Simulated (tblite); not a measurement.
Parent: `[H]/[N:1]=[CH:2]\[CH2:3][C:4]#[C:5][SiH3:6]` with N1–C2–C3–C4 1°, C4H7NSi.

Structures optimised with GFN2-xTB, isolated species. One conformer each, not checked by frequencies here.

| coordinate of the parent | value |
| --- | --- |
| N1=C2 | 1.249 Å |
| C2–C3 | 1.513 Å |
| C3–C4 | 1.448 Å |
| C4≡C5 | 1.206 Å |
| C5–Si6 | 1.846 Å |
| N1–C2–C3 | 128.9° |
| C2–C3–C4 | 112.8° |
| C3–C4–C5 | 176.6° |
| C4–C5–Si6 | 177.7° |

Problem. How does the shared frame change in `[H]/[N:4]=[C:3](\[CH:2]=[CH2:1])[CH2:5][C:6]#[C:7][SiH3:8]` with C1–C2–C3–N4 -19°, C2–C3–C5–C6 60°, C6H9NSi? Atoms pair as N1 = N4, C2 = C3, C3 = C5, C4 = C6, C5 = C7, Si6 = Si8 (parent first).

Solution. 
```json
{"parent": "N1=C2", "relative": "N4=C3", "value in the relative": "1.262 Å", "change": "+0.013"}
{"parent": "C2–C3", "relative": "C3–C5", "value in the relative": "1.511 Å", "change": "-0.002"}
{"parent": "C3–C4", "relative": "C5–C6", "value in the relative": "1.450 Å", "change": "+0.002"}
{"parent": "C4≡C5", "relative": "C6≡C7", "value in the relative": "1.205 Å", "change": "-0.001"}
{"parent": "C5–Si6", "relative": "C7–Si8", "value in the relative": "1.844 Å", "change": "-0.002"}
{"parent": "N1–C2–C3", "relative": "N4–C3–C5", "value in the relative": "117.4°", "change": "-11.5"}
{"parent": "C2–C3–C4", "relative": "C3–C5–C6", "value in the relative": "110.2°", "change": "-2.6"}
{"parent": "C3–C4–C5", "relative": "C5–C6–C7", "value in the relative": "178.1°", "change": "+1.5"}
{"parent": "C4–C5–Si6", "relative": "C6–C7–Si8", "value in the relative": "179.4°", "change": "+1.7"}
```

Of the parent's bonds, N1–C2 changes most (+0.013 Å). Bonds of the relative outside the shared frame: C1=C2 1.326, C2–C3 1.472 Å.

Problem. How does the shared frame change in `[H]/[N:5]=[C:4](\[CH:2]([CH3:1])[CH3:3])[CH2:6][C:7]#[C:8][SiH3:9]` with C1–C2–C4–N5 -68°, C2–C4–C6–C7 -53°, C7H13NSi? Atoms pair as N1 = N5, C2 = C4, C3 = C6, C4 = C7, C5 = C8, Si6 = Si9 (parent first).

Solution. 
```
   parent   relative  value in the relative  change
    N1=C2      N5=C4                1.256 Å  +0.007
    C2–C3      C4–C6                1.509 Å  -0.004
    C3–C4      C6–C7                1.449 Å  +0.001
    C4≡C5      C7≡C8                1.205 Å  -0.001
   C5–Si6     C8–Si9                1.844 Å  -0.002
 N1–C2–C3   N5–C4–C6                 117.2°   -11.7
 C2–C3–C4   C4–C6–C7                 111.0°    -1.8
 C3–C4–C5   C6–C7–C8                 178.4°    +1.8
C4–C5–Si6  C7–C8–Si9                 178.9°    +1.2
```

Of the parent's bonds, N1–C2 changes most (+0.007 Å). Bonds of the relative outside the shared frame: C1–C2 1.531, C2–C3 1.530, C2–C4 1.518 Å.

These are computed values.
